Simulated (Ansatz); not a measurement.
A structure relaxed at r2SCAN-D4/def2-SVP in Ansatz, charge 0, singlet:

```xyz
8

Zn   -0.509   -0.216    0.983
Zn   -0.347   -1.077   -2.001
Cl   -0.243   -1.666   -4.022
Cl    0.791   -1.766   -0.118
Cl    0.824    1.613    2.043
Cl   -1.655    0.467   -0.895
Cl   -1.092   -0.124    3.082
Cl    2.231    2.769    0.928
```

**Question.** Give its formula and point group.

**Answer.** Zn₂Cl₆. Point group Cs (tolerance 0.1 Å).

**Question.** Summarise the bond lengths by kind (pairs closer than 1.2 times the sum of covalent radii, bridged metal pairs left out).

**Answer.** 7 × Cl–Zn 2.11 to 2.50 Å; 1 × Cl–Cl 2.14 Å.

In the singlet, Cl5 and Cl8 lie 2.14 Å apart (atoms count from 1), so these atoms are partly bonded to each other. The structure comes from a short search, and lower isomers may exist.
